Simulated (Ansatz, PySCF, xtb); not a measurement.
Pair of molecules: H4SeSi (SMILES [SiH3][SeH]) (first 6 atoms) with HF (SMILES F); geometry from B3LYP-D3(BJ)/def2-TZVP, rigid monomers moved along the line of their centres of mass till Se2···H8 is 2.71 Å.
(charge 0, multiplicity 1):
```xyz
8

Si     0.6140    -1.3546     0.8601
Se    -0.4734     0.6838     0.9874
H      0.0502    -2.1599    -0.2427
H      2.0175    -0.9959     0.5795
H      0.4886    -2.0777     2.1396
H     -1.7522     0.0804     1.3975
F      0.9636     0.7896     4.3171
H      0.5126     0.8991     3.4999
```

Interaction energies are E(AB) − E(A) − E(B) at the monomers' geometry in the complex; basis-set methods are counterpoise corrected. Rows marked so take none.

Rows in 6-31G*, STO-3G carry no dispersion term and start afresh at each structure (6-31G* with six Cartesian d functions); the Pople sets are all-electron and without relativity.

The values were computed with Ansatz (Gaussian orbitals); PySCF for 6-31G* rows, STO-3G rows, the dispersion terms; xtb for the GFN methods. 

### Question
One of these levels gives -107.9 meV for the interaction energy. Name it.
A) HF/STO-3G (no counterpoise)
B) GFN1-xTB
C) HF/6-31G*
D) PBE-D4/def2-TZVPPD

### Answer
A, HF/STO-3G (no counterpoise). The others give -156.7 (GFN1-xTB), -129.2 (HF/6-31G*), -237.5 (PBE-D4/def2-TZVPPD)

Ansatz is an electronic-structure program.
